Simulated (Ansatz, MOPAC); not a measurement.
Species: chloro(silyl)silane, Si2H5Cl, net charge 0, singlet state. SMILES: [SiH3][SiH2]Cl
Structure (B3LYP-D3(BJ)/def2-TZVP (Ansatz, a program for electronic structure) minimum search):
```
Si
H 1 1.4800
H 1 1.4800 2 108.86
Cl 1 2.0783 2 107.66 3 116.43
Si 1 2.3421 2 111.94 3 -124.28
H 5 1.4812 1 109.60 2 -178.82
H 5 1.4812 6 109.49 1 -120.26
H 5 1.4837 6 109.27 7 -119.64
```

Wanted: vertical ionisation energy to the doublet, in eV. Conventions: frozen cores in correlated levels; dispersion terms only where a functional's name holds one; six Cartesian d functions in 6-31G* and its kin unless marked 5d; UHF or UKS for open shells; PM7 with its own dispersion and hydrogen-bond terms; non-relativistic; no spin-orbit coupling; each state is the SCF solution reached for its charge and spin. Basis-set limits of correlation are two-point, X^-3; Hartree-Fock from the larger set. [CCSD(T)-MP2]/basis is that difference in the basis named. First-principles rows: single points at B3LYP-D3(BJ) geometries (Ansatz). Semi-empirical rows: differences of heats of formation at the shared geometry for vertical values.

```json
[
 {"species": "charge 1, doublet", "coefficient": "+1", "E at MP2/6-31G* (Ansatz), Eh": "-1040.17059", "E at wB97M-V/def2-TZVPD (Ansatz), Eh": "-1041.79537", "heat of formation at PM7 (MOPAC), kcal/mol": "223.68"},
 {"species": "charge 0, singlet", "coefficient": "-1", "E at MP2/6-31G* (Ansatz), Eh": "-1040.54634", "E at wB97M-V/def2-TZVPD (Ansatz), Eh": "-1042.17766", "heat of formation at PM7 (MOPAC), kcal/mol": "-19.79"}
]
```

Coupled cluster (Ansatz) is a level with limits of its own, used here on species with T1 under 0.025 (0.045 for open shells) and stable references: RI-MP2/CBS(aug-cc-pV(T+d)Z,aug-cc-pV(Q+d)Z)+[CCSD(T)-MP2]/aug-cc-pV(T+d)Z. Value to compare with, RI-MP2/CBS(aug-cc-pV(T+d)Z,aug-cc-pV(Q+d)Z)+[CCSD(T)-MP2]/aug-cc-pV(T+d)Z (Ansatz): 10.58 eV. 1 Eh = 27.2114 eV and 1 eV = 23.0605 kcal/mol.

Task: Work the quantity out at each level, and compare with RI-MP2/CBS(aug-cc-pV(T+d)Z,aug-cc-pV(Q+d)Z)+[CCSD(T)-MP2]/aug-cc-pV(T+d)Z (Ansatz).

Result: 
- MP2/6-31G*: the sum of coefficient times E is 0.37575 Eh, or 10.225 eV. Result: 10.22 eV. Its difference against RI-MP2/CBS(aug-cc-pV(T+d)Z,aug-cc-pV(Q+d)Z)+[CCSD(T)-MP2]/aug-cc-pV(T+d)Z (Ansatz) is -0.36 eV.
- wB97M-V/def2-TZVPD: the sum of coefficient times E is 0.38229 Eh, or 10.403 eV. Result: 10.40 eV. Its difference against RI-MP2/CBS(aug-cc-pV(T+d)Z,aug-cc-pV(Q+d)Z)+[CCSD(T)-MP2]/aug-cc-pV(T+d)Z (Ansatz) is -0.18 eV.
- PM7: the sum of coefficient times heat of formation is 243.47 kcal/mol, or 10.56 eV. Its difference against RI-MP2/CBS(aug-cc-pV(T+d)Z,aug-cc-pV(Q+d)Z)+[CCSD(T)-MP2]/aug-cc-pV(T+d)Z (Ansatz) is -0.02 eV.
